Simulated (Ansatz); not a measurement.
`N[SiH2]C(Cl)Cl`, relaxed with RKS PBE0-D4/def2-TZVP in Ansatz 0.2.0 from a PBE-D4/def2-SVP geometry. The force threshold is 0.005 eV/Å; the program also tests the step.

Total charge 0; spin multiplicity 1.

Start:

```xyz
10

N    -1.140   -1.235    0.157
Si    0.464   -0.579    0.041
C     0.300    1.329    0.089
Cl    1.931    2.078   -0.020
Cl   -0.771    1.832   -1.283
H    -1.800   -1.073   -0.608
H    -1.282   -2.157    0.576
H     1.224   -1.045    1.250
H     1.251   -0.867   -1.211
H    -0.177    1.717    1.008
```

| step | energy (eV) | largest force (eV/Å) | largest move (Å) |
| --- | --- | --- | --- |
| 1 | -35519.8846 | 0.503 | 0.000 |
| 2 | -35519.9294 | 0.207 | 0.026 |
| 3 | -35519.9387 | 0.080 | 0.025 |
| 4 | -35519.9402 | 0.047 | 0.020 |
| 5 | -35519.9421 | 0.149 | 0.058 |
| 6 | -35519.9433 | 0.176 | 0.032 |
| 7 | -35519.9452 | 0.265 | 0.153 |
| 8 | -35519.9550 | 0.193 | 0.153 |
| 9 | -35519.9584 | 0.131 | 0.118 |
| 10 | -35519.9593 | 0.079 | 0.014 |
| 11 (rejected) | -35519.9591 | 0.033 | 0.037 |
| 12 | -35519.9597 | 0.018 | 0.019 |
| 13 | -35519.9597 | 0.015 | 0.010 |
| 14 | -35519.9598 | 0.009 | 0.003 |
| 15 | -35519.9598 | 0.001 | 0.003 |

End:

```xyz
10

N    -1.018   -1.431    0.008
Si    0.462   -0.585   -0.013
C     0.286    1.306    0.119
Cl    1.908    2.027    0.055
Cl   -0.745    1.893   -1.207
H    -1.679   -1.354   -0.748
H    -1.463   -1.691    0.872
H     1.254   -1.015    1.166
H     1.171   -0.803   -1.294
H    -0.175    1.653    1.042
```

Run time 61 s (4 threads of an Arm Neoverse V1 on a shared host); peak host memory 0.61 GiB.
